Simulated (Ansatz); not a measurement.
`B[SiH]1BO1` + `BO` → `BOB` + `B1O[SiH2]1`  (cleavage of the B–Si bond)

Computed with Ansatz on PBE0-D4/def2-TZVP structures; ΔE is electronic, products minus reactants. CBS: MP2 limit from def2 TZ/QZ plus the TZ coupled-cluster correction, frozen cores. This one scheme is used for every species. Functionals use def2-TZVPP. B3LYP here is the variant with VWN-RPA as its local correlation; programs differ in this. HSE06 is defined as in plane-wave codes.

```tsv
level	ΔE (eV)
LDA (SPW92)	-0.92
CAM-B3LYP-D4	-1.24
PBE-QIDH	-1.16
r2SCAN	-1.02
B3LYP	-1.15
HSE06	-1.02
LC-ωPBE	-1.15
RPA@PBE/def2-TZVPP	-1.16
```

(1) What does CCSD(T)/CBS give? (An estimate is asked.)

Largest T1 diagnostic among the species: 0.021, so the coupled-cluster value is less sure than usual.

## Answers

(1) Computed: -1.17 eV. The listed levels differ from it by 0.25, -0.07, 0.01, 0.15, 0.02, 0.15, 0.02, 0.01 eV.

Leaving LDA and LC-ωPBE aside and taking each functional with its dispersion term where it has one, the values, not all of them listed here, spread over 0.39 eV, from BHLYP-D4 to PBE-D4. From r2SCAN to r2SCAN0 (25 % exact exchange), in def2-TZVPP and without D4, ΔE moves by −0.10 eV.
